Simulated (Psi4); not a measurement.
BiCl3, singlet, geometry from GFN2-xTB (such geometries of metal compounds can be far from the true shape) (core potentials on Bi).

Psi4 was given this input:
```
memory 2 GB

molecule mol {
0 1
Bi   -0.004281   -0.000675    0.502838
Cl   -1.831625   -0.993022   -0.835331
Cl    0.065342    2.090491   -0.815044
Cl    1.787184   -1.094175   -0.804658
}

set {
  basis def2-svp
  reference rks
}

energy('b97m-v')
print_variables()
```

Problem. What is the computed dipole moment (B97M-V/def2-SVP in Psi4)?

Solution. 4.92 D

Problem. Estimate the number of basis functions that B97M-V/def2-SVP returns for this input.

Solution. 80

Problem. Estimate the nuclear repulsion energy that B97M-V/def2-SVP returns for this input.

Solution. 377.7503 Eh

Problem. What is the computed total energy (B97M-V/def2-SVP)?

Solution. -1594.5668 Eh
